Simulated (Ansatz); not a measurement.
Reaction (ligand exchange at the Si–N bond): `CN[SiH2]C=O` + HCl → `O=C[SiH2]Cl` + CH₃NH₂

Isolated molecules relaxed with PBE0-D4/def2-TZVP in Ansatz; ΔE leaves out vibrations. CBS: MP2 limit from def2 TZ/QZ plus the TZ coupled-cluster correction, frozen cores. This one scheme is used for every species. Functionals use def2-TZVPP. Each species was taken in one conformer, which may not be the lowest.

```csv
species,PBE-D4 energy (Eh)
`CN[SiH2]C=O`,-499.58018
HCl,-460.62759
`O=C[SiH2]Cl`,-864.45511
CH₃NH₂,-95.76915
```

Problem. Work out ΔE.

Solution. ΔE = (-864.45511) + (-95.76915) − (-499.58018) − (-460.62759) = -0.01649 Eh = -10.3 kcal/mol. CCSD(T)/CBS gives -9.7 kcal/mol.

Largest T1 diagnostic among the species: 0.014.

The D4 term adds +1.4 kcal/mol with B3LYP and +0.8 kcal/mol with PBE0; it sums over pairs of atoms, weighted by their polarisabilities, and B3LYP, whose exchange is more repulsive, gets the larger term. In def2-TZVPP, CCSD(T) changes the Hartree–Fock value by +2.0 kcal/mol (the triples alone add +0.1 kcal/mol) and MP2 by +1.5 kcal/mol.

B3LYP here is the variant with VWN-RPA as its local correlation; programs differ in this.
